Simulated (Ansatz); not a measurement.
Relaxation of a periodic cell of 21 atoms, H2CF4 (contents 3 H2 + 3 CF4, density as packed 1.37 g/cm³ with natural masses), to a largest force component of 0.3 eV/Å in at most 15 steps.

These are results of DFT PBE-D3(BJ), scalar-relativistic, plane waves, PAW (Ansatz 0.2.0), not measurements. Settings: accuracy low, cutoff 420 eV, k mesh 1x1x1, fermi-dirac smearing 0.05 eV, no spin polarisation.

```xyz
21
Lattice="6.8873 0.0000 0.0000 0.0000 6.8873 0.0000 0.0000 0.0000 6.8873" Properties=species:S:1:pos:R:3
H 2.202 2.533 3.466
H 2.015 2.881 4.088
H 6.045 1.977 0.540
H 6.452 2.283 0.006
H 6.212 3.246 5.493
H 5.913 3.771 5.071
C 0.489 6.723 2.499
F 1.586 7.345 2.920
F -0.576 7.468 2.775
F 0.566 6.528 1.187
F 0.381 5.550 3.116
C 3.918 5.902 0.216
F 4.232 6.505 1.358
F 2.963 5.004 0.437
F 3.484 6.805 -0.658
F 4.993 5.293 -0.274
C 2.773 2.480 0.674
F 4.029 2.695 1.051
F 1.953 3.199 1.435
F 2.624 2.836 -0.598
F 2.485 1.189 0.810
```

Task: Where does it end, and by what steps?

Result: The forces met the threshold. The threshold is loose, so the end isn't yet a minimum. The force dipped under the threshold on the way, but the program's further checks kept it going. Limits of this set-up: coarse k mesh, low accuracy level. After 11 steps the energy has fallen by 1.320 eV; H5 moved furthest, 1.59 Å.

```tsv
step	energy less start (eV)	largest force component (eV/Å)	accepted
0	0.0000	1.299	yes
1	-0.5793	0.461	yes
2	-0.8369	0.308	yes
3	-1.0001	0.357	yes
4	-1.1152	0.487	yes
5	-1.1964	0.320	yes
6	-1.2454	0.312	yes
7	-1.2726	0.531	yes
8	-1.2835	0.565	yes
9	-1.2983	0.791	yes
10	-1.3202	0.026	yes
11	-1.3202	0.026	yes
```

```xyz
21
Lattice="6.8873 0.0000 0.0000 0.0000 6.8873 0.0000 0.0000 0.0000 6.8873" Properties=species:S:1:pos:R:3
H 2.216 2.515 3.841
H 1.908 3.198 3.838
H 6.147 2.004 0.854
H 6.263 2.311 0.180
H 5.333 2.523 4.389
H 5.202 3.238 4.206
C 0.610 6.325 3.172
F 1.895 6.387 3.541
F -0.019 7.439 3.559
F 0.531 6.207 1.846
F 0.034 5.266 3.751
C 4.345 6.149 -0.323
F 4.519 6.482 0.959
F 3.074 5.782 -0.516
F 4.625 7.198 -1.103
F 5.157 5.135 -0.633
C 2.579 2.813 0.810
F 3.705 3.248 1.382
F 1.583 3.652 1.095
F 2.743 2.746 -0.514
F 2.287 1.595 1.278
```

The run took 20 s on 1 thread of Arm Neoverse V2, with other jobs on the host, peak memory 0.37 GiB.
